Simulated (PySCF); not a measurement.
## BHA (C15H24O2): Computed beside measured shifts

System: BHA (C15H24O2), SMILES COc1cc(C(C)(C)C)c(O)c(C(C)(C)C)c1.

Atom-mapped SMILES (hydrogens are numbered by the atom that bears them): [CH3:1][O:2][c:3]1[cH:4][c:5]([C:6]([CH3:7])([CH3:8])[CH3:9])[c:10]([OH:11])[c:12]([C:13]([CH3:14])([CH3:15])[CH3:16])[cH:17]1

Method: GIAO KT3/pcSseg-2, gas phase, PySCF SCF with an in-house response code, fitting set def2-universal-JFIT, grid level 2, non-relativistic, on the PBE0-D3(BJ)/def2-SVP geometry.

One optimised conformer. Values are averaged over the atoms that symmetry or fast rotation interchanges, on this one geometry and without vibrational averaging. Shifts are the reference shielding less the shielding here, at the same level (13C, 1H against isolated TMS; 17O against isolated H2O); nuclei without a reference have shieldings only.

**Question.** What shifts does this level give for H on 4/17, H on 4/17, H on 4/17, H on 4/17, H on 4/17, H on 4/17, H on 4/17, H on 4/17, H on 4/17, H on 4/17, H on 4/17, H on 11, H on 11, H on 11, H on 11, H on 11, H on 11, H on 11, H on 11, H on 11, and how do they compare with measurement?

**Answer.** 
| atom | nucleus | computed / ppm | measured / ppm | computed less measured | measured against | medium of the measurement |
| --- | --- | --- | --- | --- | --- | --- |
| H on 4/17 | 1H | 6.64 | 6.68 | -0.04 | TMS | THF-d8 |
| H on 4/17 | 1H | 6.64 | 6.73 | -0.09 | TMS | CD2Cl2 |
| H on 4/17 | 1H | 6.64 | 6.76 | -0.12 | TMS | CDCl3 |
| H on 4/17 | 1H | 6.64 | 6.83 | -0.19 | TMS | toluene-d8 |
| H on 4/17 | 1H | 6.64 | 6.93 | -0.29 | TMS | C6D6 |
| H on 4/17 | 1H | 6.64 | 6.83 | -0.19 | TMS | C6D5Cl |
| H on 4/17 | 1H | 6.64 | 6.72 | -0.08 | TMS | acetone-d6 |
| H on 4/17 | 1H | 6.64 | 6.62 | 0.02 | TMS | DMSO-d6 |
| H on 4/17 | 1H | 6.64 | 6.73 | -0.09 | TMS | CD3CN |
| H on 4/17 | 1H | 6.64 | 6.87 | -0.23 | TMS | TFE-d3 |
| H on 4/17 | 1H | 6.64 | 6.71 | -0.07 | TMS | CD3OD |
| H on 11 | 1H | 5.00 | 5.64 | -0.64 | TMS | THF-d8 |
| H on 11 | 1H | 5.00 | 4.76 | 0.24 | TMS | CD2Cl2 |
| H on 11 | 1H | 5.00 | 4.76 | 0.24 | TMS | CDCl3 |
| H on 11 | 1H | 5.00 | 4.45 | 0.55 | TMS | toluene-d8 |
| H on 11 | 1H | 5.00 | 4.53 | 0.47 | TMS | C6D6 |
| H on 11 | 1H | 5.00 | 4.62 | 0.38 | TMS | C6D5Cl |
| H on 11 | 1H | 5.00 | 5.65 | -0.65 | TMS | acetone-d6 |
| H on 11 | 1H | 5.00 | 6.52 | -1.52 | TMS | DMSO-d6 |
| H on 11 | 1H | 5.00 | 4.98 | 0.02 | TMS | CD3CN |

Measured values: Fulmer et al., Organometallics 2010, 29, 2176.
